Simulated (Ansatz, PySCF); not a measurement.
C3H10N (SMILES CC(C)[NH3+]), charge +1, singlet, geometry from GFN2-xTB. Base run: MP2/6-31G** run with PySCF.

Here is a job for PySCF.
```python
from pyscf import gto, scf, mp

mol = gto.M(
    atom='''
C    -0.397256   -1.285153    0.579410
C     0.095483    0.133419    0.369389
C    -0.993370    1.069881   -0.117116
N     1.191058    0.101555   -0.675983
H    -0.844697   -1.684439   -0.327772
H     0.405057   -1.944118    0.902023
H    -1.158536   -1.295240    1.353561
H     0.544879    0.518994    1.288451
H    -0.611981    2.073838   -0.286329
H    -1.775028    1.140299    0.633226
H    -1.448601    0.701372   -1.033400
H     0.800550   -0.258096   -1.557797
H     1.958476   -0.516711   -0.384243
H     1.563341    1.044327   -0.845936
''',
    basis='6-31g**',
    charge=1,
    spin=0,
    verbose=3,
)

mf = scf.RHF(mol)
mf.kernel()

pt = mp.MP2(mf)
pt.kernel()
print('E(MP2) = %.10f' % pt.e_tot)
```

The same geometry, method and basis name were run in Ansatz (a quantum-chemistry and plane-wave program) and PySCF, at each program's defaults and at the settings that a row names. The base is PySCF at its defaults. Differences at the defaults can come from grids, fitting, cores and function types together.

```
code and settings                                                                       ΔE vs base (mEh)  basis functions      E (Eh)  SCF cycles
--------------------------------------------------------------------------------------  ----------------  ---------------  ----------  ----------
PySCF, defaults (exact integrals, spherical functions, all electrons correlated)                   0.000              106  -174.30098           9
Ansatz, defaults (factorised integrals, Cartesian functions, frozen core)                          4.884              110  -174.29609           -
PySCF, frozen core                                                                                     …              106           …           9
Ansatz, high accuracy, frozen core, Cartesian functions as the basis file defines them             4.879              110  -174.29610           -
```

Complete the blanks.


- PySCF, frozen core, ΔE vs base (mEh): 10.986
- PySCF, frozen core, E (Eh): -174.28999
